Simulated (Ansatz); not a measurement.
Reaction (formal exchange of groups at the Si–B bond): `B[SiH2][B](O)[AlH2]` + `N=CO` → `B[SiH2]C(=N)O` + `O[BH][AlH2]`

Gas-phase electronic energies from Ansatz, PBE0-D4/def2-TZVP geometries. CCSD(T)/CBS adds triple-zeta CCSD(T) − MP2 to the extrapolated MP2 energy (def2 sets, frozen cores). This one scheme is used for every species. DFT in def2-TZVPP. B3LYP here is the variant with VWN-RPA as its local correlation; programs differ in this. Each species was taken in one conformer, which may not be the lowest.

```csv
level,ΔE (kJ/mol),difference from CCSD(T)/CBS
PBE-D4,43.2,36.4
r2SCAN-D4,34.7,27.9
B3LYP-D4,10.9,4.1
ωB97X-V,1.4,-5.4
ωB97M-V,6.6,-0.2
B2PLYP,3.5,-3.3
PBE,41.1,34.3
PBE0,27.4,20.6
B3LYP,7.4,0.6
MP2/def2-TZVPP,-0.5,-7.3
SCS-MP2/def2-TZVPP,-9.6,-16.4
CCSD(T)/def2-TZVPP,6.0,-0.8
HF/def2-QZVPP,-31.9,-38.7
MP2/def2-QZVPP,-0.1,-6.9
MP2/CBS(def2),0.3,-6.5
CCSD/CBS(def2),-0.7,-7.5
CCSD(T)/CBS,6.8,0
```

Largest T1 diagnostic among the species: 0.020, so the coupled-cluster value is less sure than usual.

From PBE to PBE0 (25 % exact exchange), in def2-TZVPP and without D4, ΔE moves by −13.7 kJ/mol. In def2-TZVPP, CCSD(T) changes the Hartree–Fock value by +37.6 kJ/mol (the triples alone add +7.5 kJ/mol) and MP2 by +31.1 kJ/mol.
